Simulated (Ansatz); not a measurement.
`FC(F)[O][ZnH]`, 7 atoms. Total charge 0; spin multiplicity 1. For Zn the d shell is correlated and the shells below it are frozen. Scalar relativity is left out up to krypton. All runs use 4 threads of an Arm Neoverse N1 on a shared host. Correlated methods freeze the cores.

Give the basis size and wall time and peak host memory of each of these runs in Ansatz. RKS ωB97M-V/def2-QZVPP energy; RKS r2SCANh-D4/def2-TZVPP energy; RKS PBE0-D4/def2-SVP energy; direct RPA on PBE orbitals with 3s3p of Cu, Zn/def2-TZVPP energy; RKS ωB97M-V/def2-SVP energy; RKS PBE0-D4/def2-TZVP relaxation (9 steps); RHF-MP2 with 3s3p of Cu, Zn/def2-QZVPP energy; RKS HSE06 (plane-wave form)-D4/def2-TZVPP energy; RKS PBE0-D4/def2-QZVPP energy; RKS r2SCAN0-D4/def2-TZVPP energy; RHF-CCSD(T) with 3s3p of Cu, Zn/def2-SVP energy; RKS B2PLYP (frozen core with 3s3p of Cu, Zn)/def2-TZVPP energy. (Estimate.)

Ansatz gave: Other jobs shared the machine, so times are rough.

```csv
level,job,functions,wall time,peak host memory (GiB)
RKS PBE0-D4/def2-SVP,energy,97,1.6 s,0.41
RKS HSE06 (plane-wave form)-D4/def2-TZVPP,energy,216,4.6 s,0.56
"RKS B2PLYP (frozen core with 3s3p of Cu, Zn)/def2-TZVPP",energy,216,7 s,0.55
"direct RPA on PBE orbitals with 3s3p of Cu, Zn/def2-TZVPP",energy,216,7 s,0.47
RKS r2SCAN0-D4/def2-TZVPP,energy,216,7 s,0.56
RKS ωB97M-V/def2-SVP,energy,97,7 s,0.41
"RHF-CCSD(T) with 3s3p of Cu, Zn/def2-SVP",energy,97,7.5 s,0.41
RKS r2SCANh-D4/def2-TZVPP,energy,216,7.5 s,0.55
RKS PBE0-D4/def2-QZVPP,energy,388,11 s,1.3
RKS ωB97M-V/def2-QZVPP,energy,388,23 s,1.5
"RHF-MP2 with 3s3p of Cu, Zn/def2-QZVPP",energy,388,24 s,1.8
RKS PBE0-D4/def2-TZVP,relaxation (9 steps),184,49 s,0.49
```
